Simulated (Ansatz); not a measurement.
Species: [W(Cl)6] (charge 0, multiplicity 1).

Task: Give a relaxed geometry from r2SCAN-D4/def2-SVP (Ansatz, a first-principles code).

Result: the end point of this relaxation.
Cartesian coordinates (Å) in one orientation:
```xyz
7

W      0.000     0.000     0.000
Cl     1.385     1.201     1.409
Cl    -0.980    -1.017     1.831
Cl    -1.571     1.694     0.100
Cl     0.980     1.017    -1.831
Cl     1.571    -1.694    -0.100
Cl    -1.385    -1.201    -1.409
```
